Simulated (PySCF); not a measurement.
Compound: C₄H₁₀BF₂GaO.
SMILES: `FB(F)[C@H]1CCC[O+]1[GaH3-]`

Method: TDDFT PBE0/def2-SVPD, vertical, gas phase, core orbitals frozen in the response in PySCF 2.14.0, density-fitted response routines. The structure is a single PBE0-D3(BJ)/def2-SVP conformer in the gas phase; no vibrational or solvent corrections. Note that the optimisation stopped short of convergence; the values belong to its last geometry. Relativistic effects, spin–orbit coupling among them, are left out although an element past zinc is present.

```tsv
state	E (eV)	λ (nm)	ν̃ (cm⁻¹)	f	main configurations (H = HOMO, L = LUMO)
S1	6.16	201.3	49690	0.036	H→L (95%)
S2	6.51	190.3	52540	0.041	H-1→L (94%)
S3	7.17	172.8	57850	0.012	H-2→L (93%)
S4	7.40	167.6	59680	0.045	H→L+1 (94%)
S5	7.47	166.1	60210	0.047	H→L+2 (86%)
S6	7.76	159.7	62620	0.120	H-1→L+1 (67%), H-1→L+2 (25%)
S7	7.95	156.0	64110	0.033	H-1→L+2 (52%), H-1→L+1 (25%), H-1→L+3 (8%)
S8	8.04	154.2	64850	0.036	H→L+3 (93%)
S9	8.11	152.9	65400	0.016	H→L+4 (82%)
S10	8.18	151.6	65960	0.026	H-3→L (57%), H→L+5 (19%), H→L+6 (9%)
```

Triplets (Tamm–Dancoff): T1 5.70 eV, H→L (89%); T2 5.97 eV, H-1→L (92%); T3 6.70 eV, H-2→L (77%); T4 7.04 eV, H→L+1 (20%), H-1→L+1 (18%), H→L+2 (14%).

The lowest singlet lies at 6.16 eV (201 nm, ultraviolet) and is of moderate strength; its leading configuration is HOMO→LUMO (95%). The most intense listed level is S6 at 7.76 eV (160 nm, f = 0.120), 1.60 eV above S1. Löwdin shares by element: HOMO carbon 20% or more, oxygen 15%, boron 12%, gallium 10% (atoms not listed hold the other 43%); LUMO gallium 38%, hydrogen 18% or more, boron 10% (atoms not listed hold the other 34%). The oscillator strengths of these states sum to 0.412; summed over the whole spectrum of an exact calculation they would give the number of electrons, 96 (Thomas–Reiche–Kuhn). The listed states span 2.02 eV, and the widest gap between neighbours is 0.66 eV (S2 to S3). Weighted by f, the mean energy of these states is 7.49 eV. The vertical ionisation energy (ΔSCF) is 9.90 eV, 1.72 eV above S10. The window holds the lowest 10 singlets.
